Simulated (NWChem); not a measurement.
**Correlation energy of HSi (+1)**

```xyz
2

Si     0.0000     0.0000     0.1028
H      0.0000     0.0000    -1.4391
```
Charge +1, spin multiplicity 1.

Everything below was run with NWChem. The geometry was optimised at PBE/def2-SVP, a minimum by its harmonic frequencies.

Basis set: def2-QZVP. Each correlation energy counts from its own Hartree-Fock reference.

```tsv
method	correlation energy (mHa)	difference from CCSD(T)
MP2	-74.7	+22.7
SCS-MP2	-86.0	+11.5
CR-CCSD[T]	-97.3	+0.1
CR-CCSD(T)	-97.3	+0.2
CCSD	-95.6	+1.8
CCSD+T(CCSD)	-97.5	0.0
CCSD(T)	-97.4	0.0
```

The values span 22.8 mHa, from CCSD+T(CCSD) (lowest) to MP2 (highest). 

The correlated methods keep 5 core orbitals frozen. The structure started from a generated list of species. No row is a measurement; the coupled-cluster row has its own basis-set and correlation limits.
